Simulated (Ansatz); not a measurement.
Consider the formal hydrolysis of a C–Si bond: `O[SiH2]C[AsH2]` + H₂O → `OC[AsH2]` + silanol.

Calculated with Ansatz (gas phase, PBE0-D4/def2-TZVP geometries, no zero-point term in ΔE). CCSD(T)/CBS adds triple-zeta CCSD(T) − MP2 to the extrapolated MP2 energy (def2 sets, frozen cores). This one scheme is used for every species. For As outer-core shells are correlated without core-valence functions, which leaves a few kJ/mol of doubt a bond. Scalar relativity is left out up to krypton. One conformer a species, not always the lowest.

| level | ΔE (kJ/mol) |
| --- | --- |
| MP2/CBS(def2) | 131.1 |
| CCSD/CBS(def2) | 119.2 |

Problem. What does CCSD(T)/CBS give? (Best estimate.)

Solution. Ansatz gave: +121.3 kJ/mol. The listed levels differ from it by 9.8, -2.1 kJ/mol.

Largest T1 diagnostic among the species: 0.011.

The D4 term adds +9.4 kJ/mol with B3LYP and +5.3 kJ/mol with PBE0; it sums over pairs of atoms, weighted by their polarisabilities, and B3LYP, whose exchange is more repulsive, gets the larger term. In def2-TZVPP, CCSD(T) changes the Hartree–Fock value by +20.9 kJ/mol (the triples alone add +2.1 kJ/mol) and MP2 by +30.8 kJ/mol. From PBE to PBE0 (25 % exact exchange), in def2-TZVPP and without D4, ΔE moves by +5.3 kJ/mol.

B3LYP here is the variant with VWN-RPA as its local correlation; programs differ in this.
